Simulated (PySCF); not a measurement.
Carbon sulfide selenide, CSSe, SMILES S=C=[Se], point group C∞v.

Level: B3LYP/pcSseg-2 in PySCF (density fitting, grid level 2); geometry and Hessian at that level, cubic constants and property derivatives from steps of ±0.6 along each species' dimensionless normal coordinates, second-order vibrational perturbation theory. The parent has the commonest isotopes.

Equilibrium geometry (Å):

```csv
atom,x,y,z
S1,-1.5736,-0.1985,-0.0238
C2,-0.0347,-0.0095,-0.0170
Se3,1.6542,0.1979,-0.0094
```

Species: ¹³C at 2. Output of the displacement run:

```
mode    cm-1    km/mol   phi_rrr   E(+)/cm-1  E(-)/cm-1
  1    350.80     5.25       0.2      63.38      63.36
  2    351.13     5.25       0.9      63.46      63.38
  3    515.95     0.70      78.2      95.73      90.10
  4   1406.17   579.03     149.5     258.94     248.18
```

For the shielding of C2 (σe = -58.78 ppm):

```tsv
mode	ω (cm⁻¹)	Σr φrrs (cm⁻¹)	∂σ/∂q	∂²σ/∂q²
1	351	0	0.003	-2.899
2	351	1	0.007	-2.896
3	516	143	10.276	-0.713
4	1406	10	1.783	-0.916
```

Question: Work out the zero-point average of this shielding.

Answer: With ⟨qs⟩ = −Σr φrrs/(4ωs) and ⟨qs²⟩ = 1/2: the mean displacements are 0.000, -0.001, -0.069, -0.002. The anharmonic term Σ (∂σ/∂q)⟨q⟩ is -0.72 ppm, the harmonic term ¼ Σ ∂²σ/∂q² is -1.86 ppm, so ⟨σ⟩ = -61.35 ppm.

Spin–orbit effects of the heavy atoms on shieldings are missing.
